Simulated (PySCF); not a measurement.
A structure optimised at PBE-D3(BJ)/def2-SVP, used in a PySCF frequency run:

```
B
O 1 1.3542
H 2 0.9885 1 106.78
C 1 1.5628 2 123.45 3 180.00
H 4 1.1067 1 113.35 2 0.00
H 4 1.1116 5 109.03 1 122.97
H 4 1.1116 5 109.03 6 114.06
C 1 1.6275 2 111.32 3 0.00
O 8 1.2289 1 120.29 2 0.00
O 8 1.3498 9 122.20 3 180.00
H 10 0.9859 8 106.24 9 0.00
```
Charge 0, spin multiplicity 1.

### Question
Write its SMILES, formula and point group.

### Answer
CB(O)C(=O)O, C2H5BO3, Cs

### Question
What are its rotational constants (standard atomic weights)?

### Answer
5.0299, 3.0875, 1.9361 GHz
